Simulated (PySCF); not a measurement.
## How methods differ on the excitation energy of O²⁺

O²⁺ [He] 2s2 2p2 (3P) → O²⁺ [He] 2s2 2p1 3s1 (3P), as a difference of total energies. All numbers are calculated (PySCF 2.14, no relativity, point nucleus, in dyall-av3z (15s9p3d2f, 71 functions)). Correlated levels: valence: 1s2 frozen; virtual orbitals above 40 to 60 times the deepest correlated orbital energy dropped. The calculations carry no spin-orbit coupling.

| method | excitation energy (eV) |
| --- | --- |
| UHF | 33.252 |
| LDA | 33.432 |
| PBE | 33.244 |
| PBE0 | 33.387 |
| r2SCAN | 33.934 |
| M06-L | 34.350 |
| MN15 | 33.395 |
| r2SCAN0 | 33.857 |
| wB97M-V | 33.111 |
| ROHF | 33.216 |
| MP2 (valence) | 33.270 |
| SCS-MP2 (valence) | 33.160 |

The promoted electron is Rydberg-like, and one or two diffuse shells describe it only roughly, which tends to raise the upper state.
